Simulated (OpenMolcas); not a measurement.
Cr2+ (d4) in a complex was computed by CASSCF with the d shell active (OpenMolcas, ANO-RCC-VTZP on the metal). Its lowest spin-free states, and all those of the highest spin:

| 2S+1 | Degeneracy | E (cm-1) |
| --- | --- | --- |
| 5 | 2 | 0.0 |
| 5 | 2 | 5151 |
| 5 | 1 | 5983 |
| 3 | 1 | 16386 |
| 3 | 2 | 16641 |
| 3 | 2 | 20169 |
| 3 | 2 | 20937 |
| 3 | 1 | 21301 |
| 3 | 1 | 21319 |
| 3 | 2 | 21745 |
| 3 | 1 | 23225 |
| 3 | 1 | 24481 |

**Question.** Is the site octahedral, tetrahedral or cube-like, axial, or of lower symmetry?

**Answer.** The states with 2S+1 = 5 have orbital degeneracies 2, 2, 1. There are pairs but no triples, so the site is axial: not cubic, but with a proper or improper axis of order three or more. The run had Cr2+ with 6 ligands (fluoride) in trigonal antiprismatic coordination (D3d) at 2.23 Å, a polar angle of 59.1° against the regular 54.74°. A charge of +0.667 e stands 2.4 Å behind each ligand. Ligand basis ANO-RCC-VDZP.

An orbital doublet at a regular site is open to a Jahn-Teller distortion, which this geometry leaves out. Without dynamic correlation the repulsion within the d shell is too large (B by tens of per cent), so at a given field states of lower spin stand too high. Ligand-to-metal charge-transfer states are missing. With no ligand orbital active B as a rule stays too high, so bands that hang on it stand too high and its fall with covalency is understated. With metal d orbitals alone and no dynamic correlation the field as a rule comes out too small, by tens of per cent, by up to half for chloride and softer ligands. The distance lies 6 % over the 2.11 Å that this model takes as the normal distance (a Shannon-type radius plus a fixed donor radius); by an R⁻⁵ law this alone changes a d-shell field by about -24 %. No measured value stands beside these numbers; the geometry was imposed, not optimised, and the real ion may take another.
